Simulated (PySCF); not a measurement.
Be(OMe)(SiH3) (CH₆BeOSi), SMILES C[O][Be][SiH3].

Coordinates come from a ωB97X-D3(BJ)/def2-SVP optimisation. The values are those of a single conformer.

These are M06-2X/def2-TZVPD run with PySCF values and carry that method's errors.

Gas-phase values at a fixed geometry.

- total energy = -421.19293 hartree
- point group = C3
- highest occupied level = -8.87 eV
- lowest empty level = -0.01 eV
- orbital gap = 8.86 eV
- dipole moment = 0.439 e·Å
- quadrupole, principal values (traceless, Buckingham form, about the centre of nuclear charge) = -1.29, 0.65, 0.65 D·Å
- mean static polarisability = 65.8 bohr³ (9.76 Å³)
- polarisability, principal values = 56.9, 56.9, 83.7 bohr³
